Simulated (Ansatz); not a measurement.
`[OH][Nb]([OH])([OH])([Cl])[Cl]` at its PBE0-D4/def2-TZVP geometry, where that method's forces vanish. Total charge 0; spin multiplicity 1. Nb: def2 effective core potential.

```xyz
9

O    -1.1949   -0.6331    1.2194
Nb    0.0441   -0.2050   -0.1248
O     1.7280    0.3198    0.4939
O    -0.6200    1.5376   -0.2829
Cl   -0.3595   -0.3951   -2.4194
Cl    0.6815   -2.4726   -0.1939
H    -1.2576   -1.5203    1.5852
H     2.0213    1.2266    0.6162
H    -1.0429    2.1421   -0.8937
```

What forces (eV/Å) does B3LYP-D4/def2-TZVPP give on these atoms in the Gaussian-basis code of Ansatz? (Best estimate.)

Computed: 
```
O1  -0.260 -0.086  0.272
Nb2  0.005 -0.122 -0.106
O3   0.360  0.115  0.126
O4  -0.132  0.364  0.008
Cl5 -0.060 -0.021 -0.333
Cl6  0.098 -0.295  0.009
H7  -0.026 -0.008  0.029
H8   0.031  0.022  0.012
H9  -0.016  0.031 -0.017
```

B3LYP here is the variant with VWN-RPA as its local correlation; programs differ in this.
